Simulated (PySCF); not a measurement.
# SMILES CO[Si@@]1(N)CC[SiH2]N1, C₃H₁₂N₂OSi₂

Molfile (atoms numbered from 1):
```
C3H12N2OSi2
     RDKit          3D

 20 20  0  0  0  0  0  0  0  0999 V2000
    2.8730   -0.1526   -1.0617 C   0  0  0  0  0  0  0  0  0  0  0  0
    1.9681   -0.2068   -0.0021 O   0  0  0  0  0  0  0  0  0  0  0  0
    0.4273    0.3157   -0.0351 Si  0  0  1  0  0  4  0  0  0  0  0  0
    0.3973    1.8858   -0.7699 N   0  0  0  0  0  0  0  0  0  0  0  0
   -0.9269   -0.7500   -0.8274 C   0  0  0  0  0  0  0  0  0  0  0  0
   -2.1745   -0.6250    0.0533 C   0  0  0  0  0  0  0  0  0  0  0  0
   -1.6354   -0.5442    1.8740 Si  0  0  0  0  0  4  0  0  0  0  0  0
   -0.0918    0.1742    1.6133 N   0  0  0  0  0  0  0  0  0  0  0  0
    2.6487   -0.9275   -1.7982 H   0  0  0  0  0  0  0  0  0  0  0  0
    2.8363    0.8185   -1.5580 H   0  0  0  0  0  0  0  0  0  0  0  0
    3.8726   -0.3198   -0.6583 H   0  0  0  0  0  0  0  0  0  0  0  0
    1.1114    2.5442   -0.4988 H   0  0  0  0  0  0  0  0  0  0  0  0
   -0.4871    2.3614   -0.8446 H   0  0  0  0  0  0  0  0  0  0  0  0
   -0.6052   -1.7924   -0.8392 H   0  0  0  0  0  0  0  0  0  0  0  0
   -1.1606   -0.4823   -1.8582 H   0  0  0  0  0  0  0  0  0  0  0  0
   -2.6941    0.3005   -0.2019 H   0  0  0  0  0  0  0  0  0  0  0  0
   -2.8759   -1.4354   -0.1481 H   0  0  0  0  0  0  0  0  0  0  0  0
   -1.5464   -1.8687    2.5029 H   0  0  0  0  0  0  0  0  0  0  0  0
   -2.4760    0.3492    2.6808 H   0  0  0  0  0  0  0  0  0  0  0  0
    0.5340    0.3660    2.3741 H   0  0  0  0  0  0  0  0  0  0  0  0
  1  2  1  0
  3  2  1  1
  3  4  1  0
  3  5  1  0
  5  6  1  0
  6  7  1  0
  7  8  1  0
  8  3  1  0
  1  9  1  0
  1 10  1  0
  1 11  1  0
  4 12  1  0
  4 13  1  0
  5 14  1  0
  5 15  1  0
  6 16  1  0
  6 17  1  0
  7 18  1  0
  7 19  1  0
  8 20  1  0
M  END
```

The calculation used PySCF, GIAO CAM-B3LYP/pcSseg-1 magnetisability, rotational g tensor and spin-rotation constants, non-relativistic, gas phase. Geometry: GFN2-xTB.

(1) Give the nuclear spin-rotation constants along the inertial axes (H = +C I·J) beside the isotropic shieldings.

(2) How do the rotational constants and the g tensor change when H9, H10, H11, H12, H13, H14, H15, H16, H17, H18, H19, H20 are replaced by deuterium?

## Answers

(1) Rotational constants 2.6188, 0.9393, 0.8894 GHz. A star marks the isotopologue with that one atom substituted, in its own axes.
```csv
atom,isotope,Caa (kHz),Cbb (kHz),Ccc (kHz),mean (kHz),σ (ppm)
N4,14N,0.105,0.038,0.031,0.058,239.8
N8,14N,0.156,0.027,0.034,0.072,231.7
H9,1H,-0.280,-0.058,0.015,-0.108,28.0
H10,1H,-0.215,-0.048,-0.015,-0.093,27.9
H11,1H,-0.149,0.004,-0.086,-0.077,27.8
H12,1H,-0.196,-0.099,-0.051,-0.115,31.3
H13,1H,-0.200,-0.071,-0.076,-0.116,31.4
H14,1H,-0.311,-0.096,0.008,-0.133,31.3
H15,1H,-0.283,0.017,-0.101,-0.122,30.9
H16,1H,-0.304,-0.043,-0.040,-0.129,31.0
H17,1H,-0.181,-0.081,-0.041,-0.101,30.7
H18,1H,-0.204,-0.032,-0.012,-0.083,27.0
H19,1H,-0.091,-0.079,-0.006,-0.059,27.1
H20,1H,-0.288,-0.011,-0.106,-0.135,31.6
C1,13C*,0.392,0.204,0.195,0.263,131.9
O2,17O*,-0.292,-0.042,-0.037,-0.123,317.1
Si3,29Si*,-1.652,-0.606,-0.541,-0.933,355.1
C5,13C*,0.363,0.117,0.113,0.198,176.9
C6,13C*,0.301,0.129,0.113,0.181,179.1
Si7,29Si*,-1.556,-0.555,-0.544,-0.885,376.2
```
For the geometry as given, no vibrational averaging.

(2) Constants 2.1247, 0.8045, 0.7668 GHz; g -0.0103, -0.0086, -0.0074, against -0.0126, -0.0100, -0.0086 before.
